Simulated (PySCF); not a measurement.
Trends in electronic spectra. Method: PySCF 2.14.0, density-fitted response routines, TDDFT CAM-B3LYP/def2-SVPD, vertical, gas phase, core orbitals frozen in the response, def2 core potentials past Kr. Geometries: PBE0-D3(BJ)/def2-SVP; one conformer of each isolated species. Triplets are in the Tamm–Dancoff approximation. Atoms past krypton carry core potentials; spin–orbit coupling is left out.

**Question.** Rank by computed lowest singlet excitation energy, lowest first.
A. `[O]([BiH2])CC`
B. `[SiH3][O][GeH2][SH]`
C. `C(C(C#N)C#N)#N`
D. `[CH3][GeH2][S][GeH2][PH2]`
E. `C=C(Cl)/C=C(\Cl)C#CCC`
F. `N[Si@@H](O)P`
G. `CC(C)(C)[C]#[Mo]([OH])([OH])[OH]`
H. `C=Cc1ccccc1CN`

**Answer.** G (3.67 eV), E (4.55 eV), A (4.67 eV), H (5.02 eV), D (5.51 eV), B (6.03 eV), F (6.34 eV), C (7.46 eV).

| SMILES | S1 (eV) | LUMO (eV) | first f ≥ 0.01 (nm) | α (au) | T1 (eV) | S1 mainly |
| --- | --- | --- | --- | --- | --- | --- |
| CC(C)(C)[C]#[Mo]([OH])([OH])[OH] | 3.67 | 0.13 | 287 | 114.9 | 3.07 | H→L+1 (51%) |
| C=C(Cl)/C=C(\Cl)C#CCC | 4.55 | -0.90 | 272 | 141.7 | 2.46 | H→L (96%) |
| [H][Bi]([H])[O]CC | 4.67 | -0.38 | 242 | 80.2 | 4.10 | H→L (90%) |
| C=Cc1ccccc1CN | 5.02 | -0.06 | 247 | 116.4 | 3.41 | H→L (35%) |
| [CH3][GeH2][S][GeH2][PH2] | 5.51 | 0.33 | 195 | 127.9 | 5.05 | H→L (77%) |
| [SiH3][O][GeH2][SH] | 6.03 | 0.57 | 197 | 81.2 | 5.63 | H→L+1 (42%) |
| N[Si@@H](O)P | 6.34 | 0.72 | 188 | 66.8 | 5.56 | H→L (66%) |
| N#CC(C#N)C#N | 7.46 | -0.26 | – | 54.7 | 6.15 | H→L+2 (23%) in one of a degenerate set |

H and L stand for HOMO and LUMO; a dash means that no computed state gives the value.
